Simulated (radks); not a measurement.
Question: The mean radii <r> (bohr) of the occupied orbitals of an atom or ion are listed with their occupations. All-electron calculation, scalar-relativistic Kohn-Sham, LB94 model potential, spin-polarised, spherical densities, finite nucleus; Fermi nuclear charge, rms radius of each element as measured or else 0.836 A^(1/3) + 0.57 fm. Program: a radial shooting solver on a logarithmic mesh with Libxc functionals.

orbital  occ.      <r>
1s          2  0.01930
2s          2  0.08170
2p          6  0.07276
3s          2   0.2123
3p          6   0.2119
3d         10   0.1920
4s          2   0.4787
4p          6   0.5088
4d         10   0.5483
5s          2    1.162
5p          6    1.372
4f         14   0.7097
6s          2    3.106

Name the element and its charge. Open shells, if any, are filled with parallel spins first.

Answer: Z = 71, lutetium, charge +1: Lu+ in [Xe] 4f14 6s2. The 1s radius gives Z: for a bare nucleus <r> = (2 gamma + 1)/(2Z) with gamma = sqrt(1 - (Z/c)^2), 0.01909 bohr for Z = 71, and screening makes it slightly larger (0.01930 here). The occupations add up to 70, and the charge is Z minus that.
